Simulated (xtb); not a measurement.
FOS (SMILES O=[S]F), doublet, at a GFN2-xTB geometry. Base run: GFN2-xTB in xtb.

The xtb input:
```
$ xtb mol.xyz --gfn 2 --uhf 1 --json

# file mol.xyz
3

O     -1.19502904    -0.51179322     0.02875724
S     -0.14028508     0.46479902     0.00071897
F      1.31164375    -0.37138205    -0.02684017
```

Variants of this job, named by their change:

| change | ΔE vs base (mEh) | dipole (D) | G_solv (kcal/mol) | SCF cycles |
|---|---|---|---|---|
| base | 0.000 | 2.66 | - | 10 |
| etemp = 10000 | -22.767 | 2.23 | - | 10 |
| acc = 1000 | 0.001 | 2.65 | - | 5 |
| alpb = acetonitrile | -7.347 | 2.88 | -4.95 | 10 |
| gbsa = water | -4.520 | 3.00 | -3.63 | 9 |
| alpb = toluene | -6.397 | 2.83 | -4.22 | 10 |
| etemp = 3000 | -0.084 | 2.66 | - | 10 |
| etemp = 5000 | -1.655 | 2.61 | - | 10 |

ALPB and GBSA are two models with their own fitted parameters for each solvent, which aren't always the measured dielectric constant.
